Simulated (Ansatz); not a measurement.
Mulliken charges of `FB(Cl)[O][InH2]` from r2SCAN/def2-TZVPP in Ansatz (PBE0-D4/def2-TZVP geometry).

| atom | x (Å) | y (Å) | z (Å) | charge (e) |
| --- | --- | --- | --- | --- |
| F1 | 0.991 | -0.491 | -1.437 | -0.303 |
| B2 | -0.153 | -0.993 | -0.920 | 0.451 |
| Cl3 | -0.834 | -2.381 | -1.777 | -0.189 |
| O4 | -0.703 | -0.465 | 0.149 | -0.483 |
| In5 | 0.102 | 1.136 | 1.120 | 0.705 |
| H6 | -0.551 | 2.582 | 0.511 | -0.090 |
| H7 | 1.148 | 0.611 | 2.353 | -0.090 |

By hand: the dipole of these point charges (1 e Å = 4.8032 D).

Σ q r = (0.146, 0.889, 0.816) e Å, of length 1.216 e Å = 5.84 D.

How does the dipole of the full density compare? (An estimate is asked.)

Computed: (0.138, 0.660, 0.579) e Å, 4.27 D; the point charges give 1.37 times that, at 2° from its direction.

Point charges leave out the atoms' own dipoles, such as those of lone pairs, and Mulliken's split depends on the basis, so the two needn't agree.
